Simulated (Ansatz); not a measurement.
A nudged elastic band was laid between two geometries of C$_{2}$H$_{5}$OSi (9 atoms, charge 1, multiplicity 1).

The calculation used UKS B3LYP-D4/def2-SVP (Ansatz).

```yaml
movable_images: 5
climbing_image: yes
spring: 5.0 eV/Å²
optimiser: quadratic models (default)
start_path: through a guess of the saddle point
force_threshold: 0.05 eV/Å
iteration_limit: 60
end_points: relaxed
```

Initial state:

```xyz
9
Properties=species:S:1:pos:R:3
C -0.576 1.382 0.141
O 0.315 0.261 0.452
C 0.460 -0.745 -0.299
Si 1.712 -2.163 0.072
H -1.307 1.428 0.958
H 0.054 2.280 0.139
H -1.056 1.212 -0.833
H -0.107 -0.738 -1.258
H 0.505 -2.918 0.627
```

Final state:

```xyz
9
Properties=species:S:1:pos:R:3
C -0.616 1.625 -0.284
O -0.015 0.520 0.310
C 0.191 -0.816 -0.187
Si 1.131 -1.954 0.987
H 0.334 0.643 1.230
H -0.673 2.507 0.352
H -1.067 1.435 -1.255
H -0.148 -0.829 -1.229
H 0.863 -3.131 0.076
```

Problem. What changes between the two ends?

Solution. Bonds broken: C1–H5. Bonds formed: O2–H5.

Problem. What energy profile does the band end with?

Solution. The forces met the threshold. The highest image is number 3 of 0 to 6, 435.7 kJ/mol above the first end and 111.0 kJ/mol above the last; the last end lies 324.7 kJ/mol above the first. Neighbouring images differ by up to 3.2 eV, so the band resolves the path poorly. A vibrational analysis at the climbing image gives one clearly imaginary mode, 2162i cm⁻¹: a first-order saddle point.

| image | path coordinate (Å) | energy (kJ/mol) | C1–H5 (Å) | O2–H5 (Å) |
| --- | --- | --- | --- | --- |
| 0 | 0.00 | 0.0 | 1.10 | 2.06 |
| 1 | 0.59 | 19.5 | 1.09 | 1.98 |
| 2 | 1.17 | 124.6 | 1.12 | 1.67 |
| 3 | 1.76 | 435.7 | 1.47 | 1.13 |
| 4 | 2.30 | 342.5 | 1.96 | 0.98 |
| 5 | 2.84 | 327.5 | 2.03 | 0.99 |
| 6 | 3.38 | 324.7 | 2.04 | 0.99 |

Problem. What is the geometry of the highest image?

Solution. 
```xyz
9
Properties=species:S:1:pos:R:3
C -0.588 1.598 -0.159
O 0.213 0.530 0.418
C 0.285 -0.759 -0.079
Si 1.368 -2.028 0.680
H -0.631 0.838 1.099
H -0.152 2.572 0.076
H -1.132 1.331 -1.070
H -0.057 -0.808 -1.125
H 0.695 -3.273 0.160
```

The run took 2.1 min on 2 threads of INTEL(R) XEON(R) PLATINUM 8581C CPU @ 2.30GHz (Emerald Rapids) (shared host), peak memory 0.27 GiB.
